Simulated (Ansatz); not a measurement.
A made-up structure of Si$_{2}$H$_{2}$F$_{2}$, singlet:

| atom | x (Å) | y (Å) | z (Å) |
| --- | --- | --- | --- |
| F1 | -0.7757 | 1.0984 | 2.1203 |
| Si2 | 0.3442 | 0.1819 | -1.0466 |
| Si3 | -0.2782 | -0.1560 | 1.0701 |
| F4 | -1.4466 | -1.1920 | 1.4221 |
| H5 | 1.2167 | 1.3922 | -1.1161 |
| H6 | 0.9139 | -0.5566 | 1.8759 |

It is relaxed with PBE-D4/def2-SVP and then PBE0-D4/def2-TZVP (Ansatz 0.2.0). Atoms count as bonded within 1.22 times the sum of their covalent radii (H–H: 0.88 Å). The end point is not checked to be a true minimum.

Problem. Does its bonding change? (Judge from chemistry; the calculation decides.)

Solution. By the calculation: No: no bond forms or breaks.

Where it ends: The first stage lowers the energy by 0.72 eV in 19 steps. It ends as Si₂H₂F₂ ([F][SiH]([F])[SiH]):
F1  (-0.794, 1.207, 1.795)
Si2  (0.081, 0.330, -1.187)
Si3  (-0.222, -0.137, 1.142)
F4  (-1.327, -1.261, 1.399)
H5  (1.268, 1.186, -0.751)
H6  (0.969, -0.557, 1.928)
(Å)

Labels in which every atom is bracketed show which atoms are joined, not bond orders.

For scale, one of the runs: PBE0-D4/def2-TZVP relaxation, 148 basis functions, launched by `ansatz run in.yaml --threads 2 --pin off --events-out ev --progress --plain --max-ram 4352MiB`. The run took about 37 s on 2 CPU threads of an Arm Neoverse V2 (shared host).
